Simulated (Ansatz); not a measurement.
Relaxation of CH4MgOS (8 atoms, charge 0, multiplicity 1), to a largest force component of 0.015 eV/Å in at most 40 steps.

The calculation used RKS revPBE-D4/def2-SVP (Ansatz 0.2.0).

```xyz
8
Properties=species:S:1:pos:R:3
C 0.197 1.509 -0.342
S 1.596 0.765 0.397
Mg 0.433 -1.381 0.522
O -0.394 -3.139 0.644
H 0.369 2.616 -0.569
H -0.096 1.059 -1.309
H -0.688 1.477 0.343
H -1.327 -2.963 0.259
```

Task: Where does it end, and by what steps?

Result: The forces met the threshold. After 9 steps the energy has fallen by 0.505 eV; H8 moved furthest, 0.74 Å.

```tsv
step	energy less start (eV)	largest force component (eV/Å)	accepted
0	0.0000	1.912	yes
1	-0.3352	1.088	yes
2	-0.4443	0.572	yes
3	-0.4824	0.138	yes
4	-0.4926	0.098	yes
5	-0.4929	0.800	yes
6	-0.5042	0.022	yes
7	-0.5048	0.034	yes
8	-0.5052	0.070	yes
9	-0.5054	0.011	yes
```

```xyz
8
Properties=species:S:1:pos:R:3
C 0.174 1.697 -0.389
S 1.441 0.578 0.377
Mg 0.309 -1.451 0.479
O -0.430 -3.086 0.624
H 0.644 2.696 -0.477
H -0.119 1.366 -1.405
H -0.731 1.799 0.242
H -1.196 -3.656 0.492
```

Run time: 10 s on 1 thread of AMD EPYC 9R45 96-Core Processor (Zen 5) (shared host), peak memory 0.17 GiB.
